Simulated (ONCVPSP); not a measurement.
**Li: ONCV pseudisation with PBEsol, non-relativistic reference atom.**

| Quantity | Value |
| --- | --- |
| Element | Li |
| Generator | ONCVPSP 4.0.1 |
| Type | optimised norm-conserving Vanderbilt (ONCV) |
| Functional | PBEsol |
| Relativity | non-relativistic |
| Frozen core | none |
| Valence charge | 3 |
| Reference configuration | 1s2 (charge +1) |
| Partial waves | 1s: rc 0.45 bohr, ncon 4, nbas 8, qcut 13.2 1/bohr, 2 projectors, debl 2 Ha; p scattering state at 0.36 Ha: rc 0.45 bohr, ncon 4, nbas 6, qcut 20.2 1/bohr, 3 projectors, debl 1.8 Ha; d scattering state at 0.03 Ha: rc 0.40 bohr, ncon 3, nbas 6, qcut 28.5 1/bohr, 2 projectors, debl 3.5 Ha |
| Local potential | polynomial inside 0.35 bohr (lpopt 3, dvloc0 1 Ha) |
| Core correction | none |

In the s channel the program set the typed energies aside and used -2.199, 0.250 Ha.

All-electron outer shells of the reference configuration (PBEsol, non-relativistic, ld1.x):

| shell | level (eV) | outermost node (bohr) | outermost maximum (bohr) |
| --- | --- | --- | --- |
| 1s | -59.84 | – | 0.36 |

Calculated quality:

```
Cutoffs needed           : 630 Ha and 850 Ha (the cutoffs (Ha) at which the residual kinetic energy of the hardest occupied pseudo-wave falls to 1 and 0.1 mHa per electron)
Ghost test               : no bound ghost flagged; GHOST(+) flagged for p at 6.3 eV
Largest excitation error : +57 meV (all-electron minus pseudo) for 1s1 2s1, out of 4 test configurations
```

Generation and tests took about 3.6 s on one core of a shared server CPU.
